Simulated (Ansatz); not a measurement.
def2 core potentials replace the inner electrons of Sb.

A geometry relaxed with Ansatz (a program for electronic structure) with B3LYP-D3(BJ)/def2-SVP, charge 0, multiplicity 1:

```xyz
18

H      4.5908    -1.1607     0.3011
H      0.5135    -1.9572    -0.2939
H     -1.3979    -0.0879     1.4787
H      1.0272    -0.8580     1.0006
C     -0.3847     0.0377    -0.4240
H     -2.4881     1.8082     0.1890
Sb     2.6280    -0.4110    -1.0931
H     -0.0493     1.0823    -0.2985
H     -3.6810     0.5770     0.6674
C     -2.7889     0.7569     0.0469
O      3.6391    -1.1522     0.4783
C     -1.6495    -0.1949     0.4082
H     -3.0868     0.6403    -1.0085
C      0.7622    -0.9065    -0.0693
H     -0.6378    -0.0625    -1.4962
H     -1.9804    -1.2413     0.2808
H      2.3691     1.6084     0.3833
O      2.6146     1.5214    -0.5509
```

### Question
Write the SMILES of this molecule.

### Answer
`CCC[CH2][Sb]([OH])[OH]`
